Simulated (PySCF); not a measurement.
# Polarisability and C₆ of In⁻ (indium, charge -1)

[Kr] 4d10 5s2 5p2, high-spin 3P determinant. Calculation: PySCF 2.14, in aug-cc-pV5Z-PP with ECP28MDF (8s8p6d4f3g2h, 139 functions); scalar relativity through the core potential. Coupled (time-dependent) response in atomic units; α is the mean over directions.

```tsv
method	mean α (bohr³)	α xx, yy, zz	C₆ (like pair)	S(−4)
UHF	482.4	231.0, 608.2, 607.9	10430	220700
```

S(−4) is the Cauchy moment in α(ω) = α(0) + S(−4) ω² + …

Spin-orbit coupling is absent.

α(iu) at UHF:

```tsv
u (hartree)	α(iu) (bohr³)
0	482.4
0.0500	266.5
0.100	143.2
0.200	61.68
0.300	35.12
0.500	16.61
0.750	9.178
1.00	6.102
1.50	3.486
2.00	2.340
3.00	1.297
5.00	0.5685
```

A single London oscillator, α(iu) = α/(1 + u²/ω²), gives C₆ = (3/4) ω α². Matching the computed C₆ needs ω = 4 × 10430 / (3 × 482.4²) = 0.0598 hartree.

For an ion, C₆ is the dispersion term alone; charge-induced terms of lower order in 1/R come first.

The components differ because the open shell of this determinant is not spherical; for a pure term their mean is the scalar polarisability.

Energies and moments cover only the electrons outside the core potential.
